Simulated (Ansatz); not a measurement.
Cu₄Se₂, relaxed as a singlet with RKS B3LYP-D4/def2-SVP in Ansatz, starting from the GFN1-xTB geometry. Force threshold 0.02 eV/Å.

The relaxation made no stability test and no search for a lower SCF solution. Another isomer (singlet) lies 0.02 eV lower at PBE0-D4/def2-TZVP; other spin states weren't run for this one.

Start:

```
atom    x (Å)    y (Å)    z (Å)
 Cu1   0.6503   0.8807   1.0511
 Cu2   1.6838   0.3469  -1.1356
 Cu3  -0.2558  -0.9189  -0.1975
 Cu4  -2.4033  -0.2351  -0.9844
 Se5   2.0505  -1.0071   0.5497
 Se6  -1.7255   0.9334   0.7167
```

Problem. Estimate the energy that the relaxation releases and the steps that it takes.

Solution. 12.7 kcal/mol, in 15 steps; 48 s on 4 threads of AMD EPYC 9R45 on a shared host. The force fell under the threshold at step 13, but the optimiser went on. No frequencies were taken in this run, so the end may be a saddle point.

Problem. Does the start keep its bonding?

Solution. Bonds formed: Cu2–Cu4 (atoms count from 1). Metal–metal contacts that move far: Cu1–Cu4 3.84 to 2.76 Å.

Problem. Predict the relaxed structure.

Solution. 
Cartesian coordinates in Å:
```
Cu 0.4565 0.9892 0.7962
Cu 1.1423 0.0671 -1.4691
Cu -0.3546 -1.2172 0.4675
Cu -1.3579 0.4148 -1.1999
Se 2.0439 -0.8629 0.4068
Se -1.9302 0.6089 0.9985
```
Bond lengths (bridged metal pairs left out): 6 × Cu–Se 2.28 to 2.47 Å; 1 × Cu–Cu 2.54 Å.
